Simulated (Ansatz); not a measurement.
Species: [Y(F)3] (charge 0, multiplicity 1).

Q: Give a relaxed geometry from r2SCAN-D4/def2-SVP (Ansatz, a first-principles code).

A: the end point of this relaxation.
Cartesian coordinates (Å) in one orientation:
```xyz
4

Y     -0.015    -0.009    -0.025
F     -0.236    -1.830     0.771
F     -1.396     1.398     0.308
F      1.549     0.383    -1.208
```
